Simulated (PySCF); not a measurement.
Compound: C5H5N2S (doublet state).
Cartesian coordinates in Å at the GFN2-xTB level; atoms count from 1:
```
atom  x, y, z in Å
C1     2.8156    0.1289   -0.1661
N2     2.8570   -0.0581   -1.4759
S3     1.3600   -0.2074   -2.0714
C4     0.6571    0.0019   -0.4003
C5    -0.6576   -0.0203   -0.1553
C6    -2.0119   -0.1528   -0.6789
C7    -1.7596    0.0721    0.7982
N8     1.6634    0.1696    0.4597
H9     3.7384    0.2465    0.3751
H10   -2.3454   -1.1280   -1.0085
H11   -2.4197    0.6580   -1.2681
H12   -1.9881    1.0383    1.2268
H13   -1.9136   -0.7482    1.4857
```

The hyperfine couplings belong to this conformer and change with its torsions.

The species is `c1nsc([C]2CC2)n1` [radical].

Computed, not measured: UKS B3LYP, pcH-1 on C H N S, non-relativistic, mean-field spin-orbit, GIAO (PySCF). One conformer (not necessarily the lowest) at the GFN2-xTB geometry, without solvent, vibrations or thermal averaging. The geometry wasn't refined by DFT: couplings that depend on bond lengths, twists or pyramidal angles can differ widely from those at the functional's own minimum. The SCF solution wasn't tested for stability. ⟨S²⟩ is 0.774 where a pure state has 0.75.

Principal values of hyperfine tensors in MHz (contact, dipolar and spin–orbit terms together), for some of the nuclei:

| atom | isotope | A1 | A2 | A3 | alike by the symmetry of this geometry |
| --- | --- | --- | --- | --- | --- |
| C5 | 13C | 4.02 | 7.88 | 152.10 | none |
| H13 | 1H | 50.25 | 50.41 | 58.02 | H12 |
| H10 | 1H | 49.53 | 49.86 | 57.24 | H11 |
| C4 | 13C | -64.83 | -36.91 | -30.91 | none |
| C1 | 13C | -39.17 | -14.33 | -10.83 | none |
| C6 | 13C | -19.68 | -17.21 | -14.93 | none |
| N2 | 14N | -2.14 | -1.50 | 37.33 | none |
| N8 | 14N | -1.75 | -1.17 | 30.89 | none |

Split each tensor into its isotropic and traceless parts, and turn a_iso into mT with g = 2.0056.

a_iso is a third of the trace, T = A − a_iso, and a(mT) = a(MHz)/(g × 13.996). The tensors hold a spin–orbit part: the run splits a_iso into a_FC + a_SO, and T includes its anisotropic share.

| atom | a_iso (MHz) | a_FC | a_SO | a_iso (mT) | T1 | T2 | T3 |
| --- | --- | --- | --- | --- | --- | --- | --- |
| C5 | 54.67 | 54.82 | -0.15 | 1.948 | -50.65 | -46.79 | 97.43 |
| H13 | 52.89 | 52.89 | 0.00 | 1.884 | -2.64 | -2.49 | 5.13 |
| H10 | 52.21 | 52.21 | 0.00 | 1.860 | -2.68 | -2.35 | 5.03 |
| C4 | -44.22 | -44.30 | 0.09 | -1.575 | -20.62 | 7.30 | 13.31 |
| C1 | -21.44 | -21.47 | 0.03 | -0.764 | -17.72 | 7.11 | 10.61 |
| C6 | -17.27 | -17.28 | 0.01 | -0.615 | -2.41 | 0.07 | 2.34 |
| N2 | 11.23 | 11.10 | 0.13 | 0.400 | -13.37 | -12.73 | 26.10 |
| N8 | 9.32 | 9.26 | 0.07 | 0.332 | -11.07 | -10.49 | 21.57 |

What spin density at the nucleus of C1 lies behind its contact coupling (g_N = 1.40482)?

a_FC = (2μ0/3) gₑ μB g_N μN ρ(0)/(2S·h) = 800.24 MHz × g_N × ρ(0)/(2S), with ρ in bohr⁻³. With a_FC = -21.47 MHz and 2S = 1, ρ(0) = -0.0191 bohr⁻³.

C7 (13C, g_N = 1.40482) isn't in the table. Its spin density at the nucleus is -0.01538 bohr⁻³. What is its contact coupling?

By the same relation, a_FC = -17.30 MHz. Its full tensor has the principal values -19.92, -17.04, -14.94 MHz.

Which nucleus of the table has the largest anisotropic coupling, and what is its form?

C5: -50.6, -46.8, 97.4 MHz (the dipolar term alone has -50.7, -46.6, 97.3), nearly axial, close to the ratio −1:−1:+2, the form that spin in one p orbital centred on that nucleus gives.

In a single crystal, with the field along each principal axis of the tensor of H10 in turn, what first-order splitting does this nucleus give (isotropic g, quadrupole terms neglected)?

2 lines (I = 1/2), spaced by |A_i|/(g × 13.996): 1.76, 1.78, 2.04 mT along the axes of A1, A2 and A3.

The run took 68 s of wall time (grids of density and orbitals included) on an Arm Neoverse V2 with one thread, no GPU, shared host, and the process peaked at 1.0 GiB of memory.
